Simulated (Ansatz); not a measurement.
```xyz
2

Ag    0.0000    0.0000   -0.0311
H     0.0000    0.0000    1.4608
```

Basis set: def2-TZVP (spherical functions, with the set's core potentials past Kr). All electrons outside the core potentials are correlated. Charge 0, multiplicity 1.

Computed with Ansatz (development build ahead of 0.2.0); each method stands on the lowest determinant of its kind that the runs found. Restricted open shells among the atoms or ions are ROHF, correlated in semicanonical orbitals with singles.

The atomization energy at this shape (free ground-state atoms in the same class of orbitals less the molecule, no zero-point energy) of singlet AgH:

```json
{"method": "RHF", "atomization energy": "0.91 eV"}
```

**Question.** What does RHF-MP2 give?

**Answer.** 2.09 eV.
